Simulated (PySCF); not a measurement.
C6H10OS2Si.
Geometry (GFN2-xTB, Å), atoms numbered from 1 in this order:
```
atom  x, y, z in Å
C1     3.8563    0.9477    0.3466
S2     2.8520    1.3549    1.8107
Si3    0.9321    0.6266    1.2191
S4     1.1882   -1.2761    0.2556
C5    -0.5371   -1.9084    0.3837
C6    -1.5119   -0.9392   -0.1470
C7    -2.0321   -0.7579   -1.3947
C8    -2.8754    0.3776   -1.3102
C9    -2.8002    0.8049   -0.0230
O10   -1.9754    0.0172    0.6914
H11    3.5519    1.5716   -0.4876
H12    4.8877    1.1537    0.6107
H13    3.7326   -0.1034    0.1053
H14    0.3483    1.5534    0.2567
H15    0.2037    0.4661    2.4601
H16   -0.7249   -2.1184    1.4353
H17   -0.5406   -2.8299   -0.1936
H18   -1.8403   -1.3585   -2.2597
H19   -3.4540    0.8088   -2.1007
H20   -3.2659    1.6199    0.4940
```

NICS is the negative of the GIAO shielding at a point without a nucleus: at the ring centre (0) and 1 Å above and below it (1); zz is the component along the ring normal. Level: GIAO PBE0/pcSseg-1 (PySCF, non-relativistic, gas phase) on the GFN2-xTB geometry, one conformer.

Ring bond lengths (Å), with Mayer bond orders in brackets: C6–C7 1.364 (1.55), C7–C8 1.417 (1.27), C8–C9 1.358 (1.61), C9–O10 1.346 (1.07), O10–C6 1.354 (1.03).

Question: Give the NICS values of each ring in ppm.

Answer: 
| ring | type | NICS(0) | NICS(1), two faces | NICS(1)zz, two faces | rms pucker (Å) | centre to ring atoms, mean (Å) |
| --- | --- | --- | --- | --- | --- | --- |
| C6–C7–C8–C9–O10 | 5-membered ring with O; formal bonds all aromatic | -11.9 | -10.2 / -10.1 | -25.4 / -26.3 | 0.00 | 1.16 |

Question: What can be read from them?

Answer: 
- C6–C7–C8–C9–O10: mean NICS(1)zz -25.8 ppm, shielded. For a flat ring without four-coordinate atoms the NICS criterion counts such a value as aromatic.

Question: How equal are the bonds by HOMA? HOMA takes Krygowski's 1993 parameters.

Answer: 
- C6–C7–C8–C9–O10: HOMA 0.43; the largest term is that of O10–C6, α(R − Ropt)² = 1.24.

Question: What field does 14.1 T along the ring normal induce along that normal at the first NICS(1) probe listed for ring C6–C7–C8–C9–O10, 1 Å off the ring?

Answer: NICSzz × B0 = -25.4 ppm × 14.1 T = -358 μT, against the applied field.

Question: How shielded are the nuclei of the rings and their hydrogens (means over atoms taken as equivalent)?

Answer: 
| atoms | environment | σ isotropic (ppm) | principal values of the symmetric part, first atom (ppm) |
| --- | --- | --- | --- |
| C6 | substituted aromatic carbon | 26.1 | -54.2, 32.6, 100.1 |
| C7 | aromatic CH carbon | 71.2 | -9.2, 64.0, 158.7 |
| C8 | aromatic CH carbon | 67.6 | -20.3, 62.7, 160.3 |
| C9 | aromatic CH next to a ring oxygen | 41.3 | -37.6, 53.5, 108.1 |
| O10 | furan-type oxygen | 31.6 | -97.7, -44.6, 237.0 |
| H18 | aromatic hydrogen | 25.20 | 22.5, 24.8, 28.3 |
| H19 | aromatic hydrogen | 25.08 | 23.2, 25.4, 26.7 |
| H20 | aromatic hydrogen | 24.38 | 21.3, 25.1, 26.7 |

On one thread of an Arm Neoverse N1, on a shared host, this took 2.1 min wall (grids of density and orbitals included) and 1.1 GiB of memory at its peak. This is the whole shielding run at PBE0/pcSseg-1, SCF included.
